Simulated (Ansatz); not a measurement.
A nudged elastic band was laid between two geometries of C₃H₉SbSi (14 atoms, charge 0, multiplicity 1).

All numbers below come from RKS revPBE-D4/def2-SVP (Ansatz).

| Quantity | Value |
| --- | --- |
| movable images | 7 |
| climbing image | yes |
| spring | 5.0 eV/Å² |
| optimiser | quadratic models (default) |
| start path | IDPP |
| force threshold | 0.05 eV/Å |
| iteration limit | 51 |
| end points | relaxed |

Image 0:

```xyz
14
Properties=species:S:1:pos:R:3
C -1.071 1.948 1.242
C -1.145 0.603 1.243
Sb 0.441 -0.766 1.857
Si 1.311 -0.725 -0.604
C -0.063 -1.378 -1.743
H -0.156 2.489 1.541
H -1.932 2.572 0.939
H -2.086 0.109 0.936
H 1.511 0.538 2.272
H 1.668 0.691 -0.977
H 2.549 -1.578 -0.745
H -0.337 -2.420 -1.478
H 0.265 -1.365 -2.803
H -0.969 -0.745 -1.651
```

Image 8:

```xyz
14
Properties=species:S:1:pos:R:3
C -0.049 2.493 1.664
C -1.020 1.683 1.201
Sb -1.027 -0.495 1.319
Si 0.063 -0.603 -1.051
C 0.509 -2.382 -1.551
H 0.872 2.104 2.130
H -0.136 3.593 1.592
H -1.926 2.120 0.741
H 0.550 -0.539 2.049
H -0.942 -0.032 -2.023
H 1.286 0.277 -1.078
H 1.247 -2.815 -0.845
H 0.952 -2.404 -2.569
H -0.391 -3.029 -1.551
```

Problem. Which bonds break or form, and what moves?

Solution. No bond is made or broken. The dihedral C2–Sb3–Si4–H11 goes from 179 to 52°.

Problem. Give the energies along the band, and the barrier.

Solution. It converged. The highest image is number 4 of 0 to 8, 5.9 kJ/mol above the first end and 4.6 kJ/mol above the last; the last end lies 1.3 kJ/mol above the first. A vibrational analysis at the climbing image gives one clearly imaginary mode, 44i cm⁻¹: a first-order saddle point.

| image | path coordinate (Å) | energy (kJ/mol) | dihedral C2–Sb3–Si4–H11 (°) |
| --- | --- | --- | --- |
| 0 | 0.00 | 0.0 | 179 |
| 1 | 0.97 | 0.8 | 165 |
| 2 | 1.93 | 2.6 | 150 |
| 3 | 2.90 | 4.6 | 133 |
| 4 | 3.86 | 5.9 | 115 |
| 5 | 4.71 | 5.5 | 98 |
| 6 | 5.55 | 3.8 | 82 |
| 7 | 6.39 | 2.1 | 66 |
| 8 | 7.24 | 1.3 | 52 |

Problem. What is the geometry of the highest image?

Solution. 
```xyz
14
Properties=species:S:1:pos:R:3
C -0.494 2.470 1.783
C -1.057 1.351 1.291
Sb -0.273 -0.669 1.529
Si 0.722 -0.686 -0.900
C 0.057 -2.166 -1.889
H 0.465 2.466 2.327
H -0.979 3.456 1.653
H -2.021 1.409 0.754
H 1.230 -0.079 2.167
H 0.355 0.604 -1.588
H 2.226 -0.765 -0.817
H 0.343 -3.122 -1.405
H 0.466 -2.164 -2.921
H -1.050 -2.133 -1.956
```

Problem. What are the harmonic wavenumbers there?

Solution. 44i, 57, 111, 134, 165, 265, 293, 392, 458, 491, 515, 588, 638, 652, 688, 836, 859, 902, 905, 962, 979, 1210, 1220, 1360, 1391, 1392, 1603, 1866, 2138, 2152, 2974, 3042, 3072, 3077, 3078, 3140 cm⁻¹.

The band took 12 iterations and about 9 core-minutes.

Run time: 4.9 min on 2 threads of AMD EPYC 7R43 64-Core Processor (Zen 3), on a shared host, peak memory 0.19 GiB.
